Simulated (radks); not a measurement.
Question: Cd24+, 24 electrons, occupied as [Ar] 3d6 (the NIST ground configuration). Calculated with a radial shooting solver on a logarithmic mesh with Libxc functionals: Dirac Kohn-Sham, exchange-only PBE, spin-unpolarised, spherical densities, finite nucleus; open shells fill j = l - 1/2 first; Fermi nuclear charge, rms radius 4.6087 fm. Some entries of the table are withheld. Estimate them.

| orbital | occ. | eigenvalue (eV) | <r> (bohr) | <r^2> (bohr^2) |
|---|---|---|---|---|
| 1s1/2 | 2 | -27423.32 | 0.03040 | 0.001250 |
| 2s1/2 | 2 | -4832.341 | 0.1308 | 0.02020 |
| 2p1/2 | 2 | -4565.981 | 0.1108 | 0.01506 |
| 2p3/2 | 4 | -4372.202 | 0.1159 | 0.01635 |
| 3s1/2 | 2 | (1) | 0.3417 | 0.1332 |
| 3p1/2 | 2 | -1426.631 | 0.3301 | 0.1261 |
| 3p3/2 | 4 | -1387.391 | 0.3393 | 0.1330 |
| 3d3/2 | 4 | (2) | 0.3043 | 0.1084 |
| 3d5/2 | 2 | (3) | 0.3071 | 0.1103 |

Answer: 
(1) 3s1/2 eigenvalue (eV): -1530.538
(2) 3d3/2 eigenvalue (eV): -1212.348
(3) 3d5/2 eigenvalue (eV): -1203.862
